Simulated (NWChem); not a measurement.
Molecule: C5H5FSi; SMILES C(=C=C(C#C)[SiH3])F

```xyz
12

C     -2.2573    -1.9657     0.1499
C     -1.3027    -1.2288     0.0395
C     -0.1188    -0.4392    -0.0791
Si     1.5504    -1.3391     0.0779
C     -0.1459     0.8642    -0.2877
C     -0.1294     2.1468    -0.5300
F     -0.1244     3.0813     0.4514
H     -3.1175    -2.5888     0.2443
H      1.6504    -2.3808    -0.9775
H      2.6434    -0.3483    -0.0783
H      1.6376    -1.9951     1.4081
H     -0.1217     2.5845    -1.5240
```
Atoms are numbered in this order, from 1.

All runs: NWChem. Pople sets run with spherical d functions. All runs use the structure optimised with B3LYP/6-31G* (spherical d). B3LYP is NWChem's, with the RPA form of VWN correlation. Level: B3LYP/6-31G* with SMD (1 M gas to 1 M solution), gas-phase geometry. Reactions with the solvent are ignored.

Problem. Estimate the computed values for solvent water. Quantities: solvation free energy (kcal/mol); cavity-dispersion-structure term (kcal/mol); dipole in solution (D).

Solution. 
```
Quantity                                     Value
-------------------------------------------  -----
solvation free energy (kcal/mol)               2.5
cavity-dispersion-structure term (kcal/mol)    6.8
dipole in solution (D)                        1.63
```
